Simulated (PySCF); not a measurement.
## Diatomic cations of I with group 14

CCSD(T) with triple-zeta basis sets in PySCF, for the lowest determinant that a PBE0 search found; no spin–orbit coupling. De refers to high-spin ground-configuration atoms (the charge goes to the atom of lower measured ionisation energy or higher electron affinity, which is not always the lowest computed limit).

```tsv
M	basis	reference, frozen orbitals	charged atom	state (unpaired electrons)	Re (Å)	ωe (cm⁻¹)	De (eV)
Si	def2-TZVPPD	RHF, 9	Si+	singlet (closed shell)	2.319	455	4.16
Ge	def2-TZVPPD	RHF, 13	Ge+	singlet (closed shell)	2.399	307	3.87
Sn	def2-TZVPPD	RHF, 8	Sn+	singlet (closed shell)	2.594	242	3.41
```

The shortest bond is that of SiI⁺ (2.319 Å), the longest that of SnI⁺ (2.594 Å).

Down a group the atoms grow and get heavier, so bonds lengthen and wavenumbers fall; this series shows no clear exception.

Correlated steps freeze the inner cores (8 to 13 orbitals); shallow outer-core shells are correlated. Spin–orbit coupling is left out, which matters for elements this heavy, above all for dissociation energies. For an ion De counts to the pair picked by the measured ionisation energies or electron affinities, which need not be the lowest pair at this level. Where the molecule has an RHF reference, its open-shell atoms are computed with UHF.
